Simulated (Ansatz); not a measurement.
Two isomers of C8H14: A = `CCC1=CCCCC1`, B = `CC#CCCCCC`.

Computed with Ansatz on PBE0-D4/def2-TZVP structures; ΔE is electronic, products minus reactants. CCSD(T)/CBS adds triple-zeta CCSD(T) − MP2 to the extrapolated MP2 energy (def2 sets, frozen cores). Functionals use def2-TZVPP. B3LYP here is the variant with VWN-RPA as its local correlation; programs differ in this. One conformer a species, not always the lowest.

Q: Which is lower in electronic energy at CCSD(T)/CBS, and by how much? (Estimate.)

A: Computed: A, by 129.2 kJ/mol.

Q: Give E(B) − E(A) in kJ/mol with B3LYP, B3LYP-D4, r2SCAN-D4, CCSD/def2-TZVPP, MP2/def2-TZVPP, LDA (SPW92), HF/def2-TZVPP. (Best estimate.)

A: Computed: B3LYP 110.5, B3LYP-D4 124.0, r2SCAN-D4 134.6, CCSD/def2-TZVPP 128.6, MP2/def2-TZVPP 127.6, LDA (SPW92) 163.1, HF/def2-TZVPP 108.9. None reverses the order clearly.

Largest T1 diagnostic: 0.010.

The D4 term adds +13.5 kJ/mol with B3LYP and +6.9 kJ/mol with PBE0; it sums over pairs of atoms, weighted by their polarisabilities, and B3LYP, whose exchange is more repulsive, gets the larger term. From PBE to PBE0 (25 % exact exchange), in def2-TZVPP and without D4, E(B) − E(A) moves by +11.3 kJ/mol.
